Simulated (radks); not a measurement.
The numbers below are computed, except where a source is named.
Task: These are the eigenvalues of the occupied orbitals of an atom or ion with whole-number occupations (hartree). Level of theory: Dirac Kohn-Sham, PBE, spin-unpolarised, spherical densities, point nucleus (a radial shooting solver on a logarithmic mesh with Libxc functionals).

1s1/2: -1065.879
2s1/2: -161.1530
2p1/2: -150.5463
2p3/2: -142.0710
3s1/2: -31.36665
3p1/2: -27.06013
3p3/2: -25.51197
3d3/2: -17.90555
3d5/2: -17.58593
4s1/2: -5.21552
4p1/2: -3.77661
4p3/2: -3.49400
4d3/2: -1.22681
4d5/2: -1.18633
5s1/2: -0.48280
5p1/2: -0.20908
5p3/2: -0.18710

Which element is it, and in what charge state? The configuration may be excited. Open shells, if any, fill j = l - 1/2 first.

Result: Z = 50, tin, charge 0: Sn in [Kr] 4d9 5s1 5p4. The list shows which subshells hold electrons but not how many an open one holds; the 1s level, -1065.9 hartree, gives Z - s = 46.2 by -(Z - s)^2/2, which with screening and relativity narrows Z to a few neighbours, and the depths of the outer levels then fix element, charge and occupations together.
